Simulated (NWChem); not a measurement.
System meant: C4H9O2, doublet; SMILES COC[C](C)O

NWChem input:

```
start job
memory heap 200 mb stack 900 mb global 1100 mb
geometry units angstroms noautoz
  C     -0.124617     2.598282     0.009538
  O      0.298261     1.288696    -0.309038
  C     -0.659470     0.285477     0.021804
  C      0.011729    -1.040660    -0.154727
  C     -0.746215    -2.317824    -0.043593
  O      1.303741    -1.098336     0.306025
  H      0.692173     3.274424    -0.255969
  H     -0.347197     2.704042     1.083145
  H     -1.022318     2.881643    -0.561212
  H     -1.555059     0.362038    -0.615647
  H     -0.992495     0.447499     1.071504
  H     -1.686333    -2.261141    -0.604000
  H     -0.155916    -3.150469    -0.443345
  H     -0.997593    -2.574602     1.001994
  H      1.645566    -0.186871     0.238612
end
basis spherical
  * library def2-svp
end
dft
  odft
  mult 3
  xc xpbe96 cpbe96
  iterations 150
  mulliken
end
task dft energy
```

End of the output:

```
 Summary of "ao basis" -> "" (spherical)
 ------------------------------------------------------------------------------
       Tag                 Description            Shells   Functions and Types
 ---------------- ------------------------------  ------  ---------------------
 *                          def2-svp                  on all atoms

  pbe96 is a nonlocal functional; adding pw91lda local functional.

                                 NWChem DFT Module
                                 -----------------

 Summary of "ao basis" -> "ao basis" (spherical)
 ------------------------------------------------------------------------------
       Tag                 Description            Shells   Functions and Types
 ---------------- ------------------------------  ------  ---------------------
 C                          def2-svp                 6       14   3s2p1d
 O                          def2-svp                 6       14   3s2p1d
 H                          def2-svp                 3        5   2s1p

 Summary of "ao basis" -> "ao basis" (spherical)
 ------------------------------------------------------------------------------
       Tag                 Description            Shells   Functions and Types
 ---------------- ------------------------------  ------  ---------------------
 C                          def2-svp                 6       14   3s2p1d
 O                          def2-svp                 6       14   3s2p1d
 H                          def2-svp                 3        5   2s1p

  number of electrons :                   49
  multiplicity        :                    3
 ------------------------------------------------------------------------
  no. of electrons and multiplicity not compatible                  49
 ------------------------------------------------------------------------
 ------------------------------------------------------------------------
  current input line :
    30: task dft energy
 ------------------------------------------------------------------------
 ------------------------------------------------------------------------
 There is an error in the input file
 ------------------------------------------------------------------------
 For more information see the NWChem manual at https://nwchemgit.github.io

0: no. of electrons and multiplicity not compatible:Received an Error in Communication
```

Can this run be used? If not, why, and what is the fix?

The program refused the input. Cause: the multiplicity doesn't fit the number of electrons (an even count wants an odd multiplicity, and the reverse). This input runs:
```
start job
memory heap 200 mb stack 900 mb global 1100 mb
geometry units angstroms noautoz
  C     -0.124617     2.598282     0.009538
  O      0.298261     1.288696    -0.309038
  C     -0.659470     0.285477     0.021804
  C      0.011729    -1.040660    -0.154727
  C     -0.746215    -2.317824    -0.043593
  O      1.303741    -1.098336     0.306025
  H      0.692173     3.274424    -0.255969
  H     -0.347197     2.704042     1.083145
  H     -1.022318     2.881643    -0.561212
  H     -1.555059     0.362038    -0.615647
  H     -0.992495     0.447499     1.071504
  H     -1.686333    -2.261141    -0.604000
  H     -0.155916    -3.150469    -0.443345
  H     -0.997593    -2.574602     1.001994
  H      1.645566    -0.186871     0.238612
end
basis spherical
  * library def2-svp
end
dft
  odft
  mult 2
  xc xpbe96 cpbe96
  iterations 150
  mulliken
end
task dft energy
```
It converges to -307.61383 Ha (PBE/def2-SVP, spin-unrestricted).
